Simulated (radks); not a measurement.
Valence configurations of Al+ (all share [Ne]). Method: Dirac Kohn-Sham, PBEsol, spin-unpolarised, spherical densities, finite nucleus; open shells fill j = l - 1/2 first; Fermi nuclear charge, rms radius 3.061 fm; computed with a radial shooting solver on a logarithmic mesh with Libxc functionals. Energies are relative to 3s2; eigenvalues in eV.

valence      E (eV)  e(3p1/2)  e(3s1/2)
3s2           0.000         -   -14.774
3s1 3p1       5.775    -9.734   -15.550
3s0.5 3p1.5   8.693   -10.049   -15.905
3s1.5 3p0.5   2.877    -9.399   -15.174
3p2          11.630   -10.346         -

NIST lists [Ne] 3s2 as the ground configuration; this level of theory agrees among the configurations tried. The energies are those of spherical spin-averaged densities, not of single terms.
